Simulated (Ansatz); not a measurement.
Geometry optimisation, Ansatz 0.2.0, RKS revPBE-D4/STO-3G.

Input file:

```yaml
crystal:
  periodic: [false, false, false]
  atoms:
    - { symbol: "N", position_ang: [-1.0404, -1.3182, 0.0875] }
    - { symbol: C, position_ang: [0.0047, -0.6137, -0.0377] }
    - { symbol: Si, position_ang: [1.5598, -1.3757, 0.5587] }
    - { symbol: C, position_ang: [0.0631, 0.7818, -0.6566] }
    - { symbol: F, position_ang: [1.2683, 1.29, -0.7446] }
    - { symbol: Al, position_ang: [-1.0926, 2.0544, 0.4637] }
    - { symbol: S, position_ang: [-0.6627, 0.7094, -2.3407] }
    - { symbol: H, position_ang: [-1.0758, -2.1988, 0.4851] }
    - { symbol: H, position_ang: [1.8381, -2.6126, -0.1166] }
    - { symbol: H, position_ang: [1.4644, -1.6724, 2.0302] }
    - { symbol: H, position_ang: [2.7283, -0.4773, 0.3952] }
    - { symbol: H, position_ang: [-2.6209, 1.7525, 0.74] }
    - { symbol: H, position_ang: [-0.449, 3.3529, 1.0907] }
    - { symbol: H, position_ang: [0.54322, 1.10735, -3.05634] }
basis:
  gaussian: { orbitals: STO-3G }
hamiltonian:
  xc: revpbe
  dispersion: d4
relax:
  f_tol: 0.015
  max_steps: 40
```

Run as:

```bash
$ ansatz run input.yaml --threads 1 --pin off --max-ram 2048MiB --backend cpu --events-out ev --progress --plain --runs-dir out
```

Task: Where does it end, and by what steps?

Result: The forces met the threshold. Limits of this set-up: minimal basis. After 21 steps the energy has fallen by 2.659 eV; H14 moved furthest, 1.50 Å. Joined: Al6–S7 (3.14 → 2.31 Å).

```csv
step,energy less start (eV),largest force component (eV/Å),accepted
0,0.0000,5.803,yes
1,-1.4270,2.229,yes
2,-1.7351,0.804,yes
3,-1.8216,1.171,yes
4,-2.0228,1.236,yes
5,-2.2485,0.902,yes
6,-2.4027,0.680,yes
7,-2.5096,0.665,yes
8,-2.4237,1.009,no
9,-2.5812,0.264,yes
10,-2.6058,0.211,yes
11,-2.6173,0.126,yes
12,-2.6254,0.130,yes
13,-2.6306,0.114,yes
14,-2.6402,0.195,yes
15,-2.6464,0.263,yes
16,-2.6522,0.236,yes
17,-2.6567,0.096,yes
18,-2.6571,0.108,yes
19,-2.6568,0.095,no
20,-2.6590,0.024,yes
21,-2.6591,0.013,yes
```

```xyz
14
Properties=species:S:1:pos:R:3
N -1.002 -1.337 -0.451
C 0.175 -0.763 -0.160
Si 1.602 -1.497 0.864
C 0.334 0.711 -0.576
F 1.590 1.015 -1.101
Al -0.955 1.999 0.167
S -1.136 1.071 -1.937
H -0.990 -2.312 0.038
H 1.926 -2.818 0.340
H 1.175 -1.638 2.252
H 2.782 -0.643 0.807
H -1.965 1.428 1.131
H -0.590 3.459 0.021
H -0.418 2.106 -2.496
```

Whether the end is a true minimum wasn't checked by a vibrational analysis.

Time of the run: 2.5 min on 1 thread of Intel(R) Xeon(R) Processor @ 2.70GHz, on a shared host, peak memory 0.24 GiB.
